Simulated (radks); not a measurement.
The numbers below are computed, except where a source is named.
Task: The mean radii <r> (bohr) of the occupied orbitals of an atom or ion are listed with their occupations. Code: a radial shooting solver on a logarithmic mesh with Libxc functionals. Model: scalar-relativistic Kohn-Sham, PBE, spin-polarised, spherical densities, point nucleus.

| orbital | occ. | <r> |
|---|---|---|
| 1s up | 1 | 0.01866 |
| 1s down | 1 | 0.01866 |
| 2s up | 1 | 0.07895 |
| 2s down | 1 | 0.07895 |
| 2p up | 3 | 0.07058 |
| 2p down | 3 | 0.07058 |
| 3s up | 1 | 0.2049 |
| 3s down | 1 | 0.2048 |
| 3p up | 3 | 0.2050 |
| 3p down | 3 | 0.2048 |
| 3d up | 5 | 0.1857 |
| 3d down | 5 | 0.1856 |
| 4s up | 1 | 0.4562 |
| 4s down | 1 | 0.4564 |
| 4p up | 3 | 0.4837 |
| 4p down | 3 | 0.4840 |
| 4d up | 5 | 0.5148 |
| 4d down | 5 | 0.5152 |
| 5s up | 1 | 1.049 |
| 5s down | 1 | 1.048 |
| 4f up | 7 | 0.5828 |
| 4f down | 4 | 0.5838 |
| 5p up | 3 | 1.202 |
| 5p down | 3 | 1.201 |
| 5d up | 4 | 1.668 |
| 6s up | 1 | 2.752 |
| 6s down | 1 | 2.865 |
| 6p up | 2 | 3.691 |

Name the element and its charge. Open shells, if any, are filled with parallel spins first.

Result: Z = 73, tantalum, charge 0: Ta in [Xe] 4f11 5d4 6s2 6p2. The 1s radius gives Z: for a bare nucleus <r> = (2 gamma + 1)/(2Z) with gamma = sqrt(1 - (Z/c)^2), 0.01844 bohr for Z = 73, and screening makes it slightly larger (0.01866 here). The occupations add up to 73, and the charge is Z minus that.
